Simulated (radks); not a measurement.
The numbers below are computed, except where a source is named.
Spin polarisation of the 3d1 shell in neutral scandium. Start: [Ar] 3d(up 0.5, down 0.5) 4s2; electrons of 3d are moved from spin down to spin up, other shells keep equal spins. Code: a radial shooting solver on a logarithmic mesh with Libxc functionals. Model: scalar-relativistic Kohn-Sham, r2SCAN, spin-polarised, spherical densities, finite nucleus; meta-GGA in the generalised Kohn-Sham scheme; Fermi nuclear charge, rms radius of each element as measured or else 0.836 A^(1/3) + 0.57 fm.

moment (Bohr magnetons)  E - E(0) (eV)  e(3d up) (eV)  e(3d down) (eV)  4s down minus up (eV)  3p down minus up (eV)  3s down minus up (eV)
0                                0.000         -3.002           -3.002                 0.000                  0.000                 0.000
0.25                            -0.015         -3.121           -2.876                  0.090                  0.260                  0.255
0.5                             -0.061         -3.230           -2.742                  0.182                  0.520                  0.509
0.75                            -0.137         -3.330           -2.601                  0.274                  0.779                  0.762
1                               -0.243         -3.418           -2.454                  0.369                  1.035                  1.013

At moment 1 the spin-polarisation energy is -0.243 eV and the 3d exchange splitting 0.964 eV, that is 0.964 eV per Bohr magneton; E = -I m^2/4 would give I = 0.973 eV.
